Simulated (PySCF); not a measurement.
## Correlation energy of Sb²⁺ (antimony, charge +2)

[Kr] 4d10 5s2 5p1, 2P determinant. Calculation: PySCF 2.14, in x2c-TZVPPall with one added diffuse shell each of s, p, d, f type (9s7p5d3f, 76 functions); scalar relativity by spin-free X2C-1e. Frozen: [Kr] 4d10; 3 electrons correlated.

```
  level  correlation energy (mhartree)
   CCSD                         -45.24
    (T)                          -0.58
CCSD(T)                         -45.82
```

Diagnostics: T1 = 0.0083, D1 = 0.0192, largest double amplitude 0.094.

Cost of the coupled-cluster step: of the order of 5 core-seconds, for 3 correlated electrons.

Iterations:

```
CC2 = 0
CCSD nocc = (np.int64(2), np.int64(1)), nmo = (53, 53)
frozen orbitals [[0, 1, 2, 3, 4, 5, 6, 7, 8, 9, 10, 11, 12, 13, 14, 15, 16, 17, 18, 19, 20, 21, 22], [0, 1, 2, 3, 4, 5, 6, 7, 8, 9, 10, 11, 12, 13, 14, 15, 16, 17, 18, 19, 20, 21, 22]]
max_cycle = 100
direct = 0
conv_tol = 1e-08
conv_tol_normt = 1e-06
diis_space = 8
diis_start_cycle = 0
Init t2, MP2 energy = -0.0335931393459788
Init E_corr(UCCSD) = -0.0335931393500739
cycle = 1  E_corr(UCCSD) = -0.0413292066297457  dE = -0.00773606728  norm(t1,t2) = 0.0419826
cycle = 2  E_corr(UCCSD) = -0.0437323047460416  dE = -0.00240309812  norm(t1,t2) = 0.0165386
cycle = 3  E_corr(UCCSD) = -0.0452463789580042  dE = -0.00151407421  norm(t1,t2) = 0.00713069
cycle = 4  E_corr(UCCSD) = -0.0452311909157887  dE = 1.51880422e-05  norm(t1,t2) = 0.000741855
cycle = 5  E_corr(UCCSD) = -0.0452380143188604  dE = -6.82340307e-06  norm(t1,t2) = 9.10719e-05
cycle = 6  E_corr(UCCSD) = -0.0452364958068515  dE = 1.51851201e-06  norm(t1,t2) = 1.10806e-05
cycle = 7  E_corr(UCCSD) = -0.0452370355745042  dE = -5.39767653e-07  norm(t1,t2) = 2.34691e-06
cycle = 8  E_corr(UCCSD) = -0.0452368929582077  dE = 1.42616297e-07  norm(t1,t2) = 6.35437e-07
cycle = 9  E_corr(UCCSD) = -0.0452369052234211  dE = -1.22652134e-08  norm(t1,t2) = 9.90457e-08
cycle = 10  E_corr(UCCSD) = -0.0452369078359261  dE = -2.61250504e-09  norm(t1,t2) = 1.75072e-08
UCCSD converged
E(UCCSD) = -6477.094863956641  E_corr = -0.0452369078359261
UCCSD(T) correction = -0.000576525750836739
```
